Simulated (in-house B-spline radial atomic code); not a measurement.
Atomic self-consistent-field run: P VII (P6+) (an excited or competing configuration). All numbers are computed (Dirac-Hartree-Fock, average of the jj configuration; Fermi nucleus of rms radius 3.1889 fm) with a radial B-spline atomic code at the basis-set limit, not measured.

In the input, a minus or plus after the letter marks the j = l - 1/2 or j = l + 1/2 subshell.

Command:
```bash
python run_scf.py task.json out
```
Settings (nuclear radius in fm, mass in u):
```
Z                15
configuration    1s2 2s1 2p-1 2p+4 6g+1
hamiltonian      dirac
method           hf
spin_polarised   False
nucleus          fermi
rms_radius       3.1889
atomic_mass      30.97376
speed_of_light   137.035999084
```

Output (hartree, bohr):
```
 radial grid: 71 intervals, B-splines of order 8, outer radius 28.6567 bohr

 iter        energy (Eh)    residual
    1       -309.5113386    7.85e-01
    2       -315.9315116    1.37e-01
    3       -316.0717447    5.74e-02
    4       -316.0978093    2.46e-02
    5       -316.1035720    3.63e-03
    6       -316.1037041    9.23e-05
    7       -316.1037041    4.39e-06
    8       -316.1037041    7.28e-08

 total energy                     -316.103704
 kinetic                            317.64346
 electron-nucleus                  -705.66089
 electron-electron                   71.91373

 first-order corrections (not in the total)
   Gaunt                            0.06742
   retardation                     -0.00469
   frequency dependence            -0.00006
   self-energy                      0.04711
   Uehling                         -0.00301
   Wichmann-Kroll                   0.00001
   recoil                           0.00471

 orbital      occ     eigenvalue          <r>       <r^2>       <1/r>       <r^4>     <1/r^3>       r_max    small
 1s1/2      2.000      -87.06952     0.103309     0.01436     14.6688 0.000534684           -     0.06765  2.84e-03
 2s1/2      1.000      -13.28350     0.487057    0.279604     3.01256    0.135561           -      0.4049  4.76e-04
 2p1/2      1.000      -11.32956     0.441523    0.239581     2.91743    0.115825           -      0.3366  4.52e-04
 2p3/2      4.000      -11.18931     0.444535    0.242869     2.89551    0.119093     72.6355      0.3384  4.48e-04
 6g9/2      1.000       -0.68061      6.28475      44.437    0.194495      2700.3   0.0176714       6.677  1.81e-05
```

Run time, properties included: 1 s on 1 thread of Arm Neoverse N1 (shared host).

For the Dirac Hamiltonian the kinetic term is c α·p + (β - 1)c².
